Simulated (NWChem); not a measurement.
# dimethoxyethane (C4H10O2); SMILES COCCOC

```xyz
16

C     -2.7166    -0.1497     0.4697
O     -1.4135     0.3221     0.3515
C     -0.7105    -0.2497    -0.7080
C      0.7105     0.2497    -0.7080
O      1.4135    -0.3221     0.3515
C      2.7166     0.1497     0.4697
H     -3.3207     0.0555    -0.4381
H     -3.1873     0.3615     1.3215
H     -2.7499    -1.2422     0.6555
H     -1.1818     0.0058    -1.6814
H     -0.6999    -1.3567    -0.6297
H      1.1818    -0.0058    -1.6814
H      0.6999     1.3567    -0.6297
H      3.3207    -0.0555    -0.4381
H      2.7499     1.2422     0.6555
H      3.1873    -0.3615     1.3215
```
Atoms are numbered in this order, from 1.

Level: PBE0/def2-SVP (NWChem), optimised geometry, unscaled harmonic frequencies. 

### Question
List the harmonic frequencies with IR intensities, and the thermochemistry.

### Answer
| frequency (cm⁻¹) | IR intensity (km/mol) |
|---|---|
| 80 | 2.7 |
| 85 | 6.4 |
| 125 | 1.2 |
| 229 | 3.0 |
| 236 | 1.1 |
| 282 | 3.3 |
| 313 | 2.9 |
| 367 | 0.2 |
| 579 | 2.7 |
| 894 | 20.6 |
| 896 | 13.9 |
| 1085 | 23.4 |
| 1087 | 11.0 |
| 1125 | 0.1 |
| 1180 | 3.1 |
| 1183 | 1.9 |
| 1206 | 138.9 |
| 1216 | 1.1 |
| 1250 | 116.9 |
| 1261 | 56.9 |
| 1277 | 93.9 |
| 1314 | 29.0 |
| 1387 | 42.5 |
| 1446 | 12.7 |
| 1458 | 10.3 |
| 1459 | 6.9 |
| 1461 | 9.9 |
| 1465 | 1.6 |
| 1473 | 23.9 |
| 1475 | 10.0 |
| 1503 | 2.5 |
| 1509 | 0.0 |
| 2969 | 13.6 |
| 2976 | 23.8 |
| 2983 | 134.5 |
| 2989 | 56.2 |
| 3022 | 46.1 |
| 3033 | 124.2 |
| 3045 | 35.6 |
| 3046 | 37.8 |
| 3156 | 18.6 |
| 3156 | 25.1 |

```json
{
  "zero_point_energy": "89.0 kcal/mol",
  "thermal correction to the enthalpy at 298.15 K (with zero-point energy)": "94.5 kcal/mol",
  "heat capacity Cv": "25.5 cal/(mol K)",
  "entropy at 298.15 K and 1 atm (symmetry number 2)": "84.7 cal/(mol K)",
  "dipole_moment": "1.30 D"
}
```

Rigid rotor and harmonic oscillator; modes under 100 cm⁻¹ make the entropy uncertain.
